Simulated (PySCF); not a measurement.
**Excitation energies in several basis sets**

GeH5P.
SMILES: `[PH2][GeH3]`

TDDFT with PBE0 (PySCF), vertical singlets, core orbitals frozen in the response, spherical d and f functions. Isolated species at its PBE0-D3(BJ)/def2-SVP geometry, gas phase. Relativistic effects, spin–orbit coupling among them, are left out although an element past zinc is present.

**Question.** How do the low singlets change with the basis? Take 6-31G*, def2-SVP, def2-SVPD, aug-cc-pVDZ, def2-TZVP, def2-TZVPD and aug-cc-pVTZ.

**Answer.** 

```tsv
basis	functions	diffuse	S1 (eV)	S2 (eV)	S3 (eV)	S4 (eV)	S5 (eV)	LUMO (eV)	α (au)
6-31G*	60	no	6.82	6.99	7.42	8.15	8.17	0.26	50.6
def2-SVP	75	no	7.00	7.14	7.32	7.88	7.99	0.52	53.2
def2-SVPD	102	yes	6.41	6.61	6.68	7.42	7.45	-0.17	62.7
aug-cc-pVDZ	108	yes	6.14	6.34	6.61	7.24	7.32	-0.38	64.0
def2-TZVP	115	no	6.62	6.70	6.87	7.63	7.70	0.08	60.3
def2-TZVPD	142	yes	6.34	6.45	6.51	7.33	7.35	-0.22	63.8
aug-cc-pVTZ	224	yes	6.14	6.33	6.52	7.20	7.23	-0.41	64.3
```

States are compared by their number. Against the largest diffuse basis here (aug-cc-pVTZ, itself not a converged limit), sets without diffuse functions differ by up to 0.86 eV in S1 and 0.94 eV in S5; the smaller diffuse sets differ by up to 0.27 and 0.22 eV. State by state, the largest deviation of a set without diffuse functions is S1 0.86, S2 0.81, S3 0.90, S4 0.95, S5 0.94 eV. The same number needn't mean the same state in each row. Against aug-cc-pVTZ the polarisability deviates by -21% in 6-31G*, -17% in def2-SVP, -3% in def2-SVPD, -1% in aug-cc-pVDZ, -6% in def2-TZVP, -1% in def2-TZVPD.

Without π bonds the low states are Rydberg-like; a valence basis with one diffuse set may place them up to an eV too high.
